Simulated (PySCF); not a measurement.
SMILES c1(C(F)(F)F)sc(cc1)C#C (C₇H₃F₃S), GFN2-xTB optimised geometry.

```
14

C     -1.97    -2.79     0.00
C     -1.22    -1.85     0.00
C     -0.37    -0.74     0.00
C      1.00    -0.74     0.00
C      1.55     0.56     0.00
C      0.58     1.52     0.00
C      0.80     2.99    -0.01
F      2.09     3.31     0.13
F      0.14     3.63     0.98
F      0.38     3.57    -1.15
S     -1.02     0.87     0.00
H     -2.60    -3.63    -0.01
H      1.59    -1.64     0.00
H      2.60     0.77     0.00
```

Density from PBE/def2-TZVP in PySCF at that geometry.

Minimum of the electron density along straight lines between bonded atoms, close to the bond critical point (lines longer than 1.1 times the sum of covalent radii, or with two minima, are not listed):

```tsv
bond	length / Å	ρ at the minimum / e bohr⁻³	∇²ρ there / e bohr⁻⁵	position (fraction from the first atom)
C1–C2	1.202	___	___	0.49
C2–C3	1.399	0.301	-0.85	0.51
C3–C4	1.371	0.323	-0.91	0.52
C4–C5	1.403	0.306	-0.85	0.50
C5–C6	1.367	0.324	-0.91	0.48
C6–C7	1.485	0.277	___	0.48
C7–F8	1.341	0.287	-0.53	0.35
C7–F9	1.345	0.285	-0.56	0.35
C7–F10	1.348	0.284	-0.56	0.35
C3–S11	1.738	0.207	-0.39	0.48
C6–S11	1.727	0.211	-0.41	0.48
C1–H12	1.049	0.298	-1.11	0.66
C4–H13	1.075	0.288	-1.02	0.65
C5–H14	1.075	0.288	-1.03	0.65
```

### Question
What belongs in the gaps?

### Answer

- C1–C2, ρ at the minimum / e bohr⁻³: 0.416
- C1–C2, ∇²ρ there / e bohr⁻⁵: -1.19
- C6–C7, ∇²ρ there / e bohr⁻⁵: -0.75
